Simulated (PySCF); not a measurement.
Acid–base and redox partners of OC=O. All species are isolated molecules in the gas phase. One relaxed conformer stands for each flexible species; it need not be the lowest. Strings in code marks are SMILES.

These are PBE-D3(BJ)/def2-TZVP // PBE0-D4/def2-TZVP run with PySCF values and carry that method's errors. Delta-SCF ions had no search for a lower state. Excitations are Tamm–Dancoff values on a coarser integration grid. The basis has no diffuse functions, so Rydberg states are missing or too high.

| species | S1 excitation (TDA) (eV) | S1–T1 gap (TDA) (eV) | vertical ionisation energy (Delta-SCF) (eV) | brightest of the four lowest singlets (TDA) (eV) | LUMO (eV) |
|---|---|---|---|---|---|
| proton added at O1 (`[O+](/[H])=C/O` (H–O–C–O torsion 0°)) | ___ | 1.26 | 20.89 | 9.32 | -9.35 |
| proton added at O3 (`O=C[OH2+]` (not the most basic site; O–C–O–H torsion 12°)) | 6.57 | ___ | 19.61 | 9.01 | -8.90 |
| H atom removed from C2 (`[C](O)=O` (O–C–O–H torsion 0°)) | – | – | – | – | – |
| H atom removed from O3 (`[O]C=O`) | – | – | – | – | – |

Problem. Fill in the missing entries.

Solution. 
- proton added at O1 (`[O+](/[H])=C/O` (H–O–C–O torsion 0°)), S1 excitation (TDA) (eV): 7.66
- proton added at O3 (`O=C[OH2+]` (not the most basic site; O–C–O–H torsion 12°)), S1–T1 gap (TDA) (eV): 0.72
